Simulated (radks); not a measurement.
Species: the oxygen ion O3+. Configuration: [He] 2s2 2p(up 1, down 0).

Method: scalar-relativistic Kohn-Sham, r2SCAN, spin-polarised, spherical densities, finite nucleus; meta-GGA in the generalised Kohn-Sham scheme; Fermi nuclear charge, rms radius 2.6991 fm; computed with a radial shooting solver on a logarithmic mesh with Libxc functionals.

Energy parts (Ry):
total: -142.45534
kinetic: 142.42729
electron-nucleus: -314.83285
Hartree: 43.37321
exchange-correlation: -13.42299

Orbitals (lengths in bohr, moments of r in powers of bohr; r(max) is where P^2 peaks):
| orbital | occ. | eigenvalue (Ry) | <r> | <r^4> | r(max) |
|---|---|---|---|---|---|
| 1s up | 1 | -43.58222 | 0.1989 | 0.007475 | 0.1292 |
| 1s down | 1 | -43.47804 | 0.1982 | 0.007338 | 0.1290 |
| 2s up | 1 | -6.03795 | 0.9707 | 2.138 | 0.8043 |
| 2s down | 1 | -5.75320 | 0.9873 | 2.305 | 0.8144 |
| 2p up | 1 | -4.87579 | 0.9154 | 2.106 | 0.7067 |
| 2p down | 0 | -4.57768 | 0.9393 | 2.344 | 0.7252 |

The highest occupied level is 2p up at -66.338 eV. The electron density at the nucleus is 327.8 e/bohr^3 (large components only). Summed over all electrons, <r^2> = 3.391 bohr^2, which gives a Langevin (diamagnetic) susceptibility term of -2.69 x 10^-6 cm^3/mol. The density falls to 0.001 e/bohr^3 at r = 2.33 bohr. Spin moment in Bohr magnetons: 1.
